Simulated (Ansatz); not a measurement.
`F[CH2][InH][I]` + H–F → `F[CH2][InH][F]` + HI at 500 K and 1 bar (ligand exchange at the In–I bond).

Isolated molecules relaxed with PBE0-D4/def2-TZVP in Ansatz; ΔE leaves out vibrations. CCSD(T)/CBS is the MP2 limit (def2-TZVPP, def2-QZVPP) plus CCSD(T) − MP2 in def2-TZVPP, frozen cores. This one scheme is used for every species. Elements past krypton have def2 core potentials. For I, In outer-core shells are correlated without core-valence functions, which leaves a few kJ/mol of doubt a bond. One conformer a species, not always the lowest.

```csv
species,CCSD(T)/CBS energy (Eh),H − E (kJ/mol),S (J/(mol·K))
`F[CH2][InH][I]`,-626.92448,133.0,422.4
H–F,-100.39570,39.4,188.7
`F[CH2][InH][F]`,-429.25055,134.1,391.3
HI,-298.03592,28.6,221.6
```

H − E and S are ideal-gas, rigid-rotor, harmonic terms from PBE0-D4/def2-TZVP, for one conformer and one mirror image of each species. 1 Eh = 2625.50 kJ/mol, R = 8.31446 J/(mol·K).

Q: By hand: ΔE, ΔH, ΔS and ΔG.

A: ΔE = (-429.25055) + (-298.03592) − (-626.92448) − (-100.39570) = 0.03371 Eh = 88.5 kJ/mol. Δ(H − E) = 134.1 + 28.6 − 133.0 − 39.4 = -9.7, so ΔH = 78.8 kJ/mol. ΔS = 391.3 + 221.6 − 422.4 − 188.7 = 1.8 J/(mol·K). ΔG = 78.8 − 500 × (1.8)/1000 = 77.9 kJ/mol.

Q: By hand: the equilibrium constant, and the temperature at which ΔG would vanish if ΔH and ΔS stayed fixed.

A: log₁₀ K = −ΔG/(RT ln 10) = -8.1. ΔG = 0 at ΔH/ΔS = 43778 K, far beyond where these terms or the molecules hold.

The number of gas molecules stays the same, so ΔS is small and ΔH decides. A doubt of 5 kJ/mol in ΔE shifts log₁₀ K by 0.5 here. Other conformers and mirror images would add mixing entropy, several J/(mol·K) or more a flexible species. Modes under 60 cm⁻¹, often nearly free rotors, make the harmonic entropy too high. These are equilibria of isolated gas molecules and say nothing of rates. Largest T1 diagnostic: 0.015 (customary marks: 0.02 for closed shells, 0.045 for open ones).
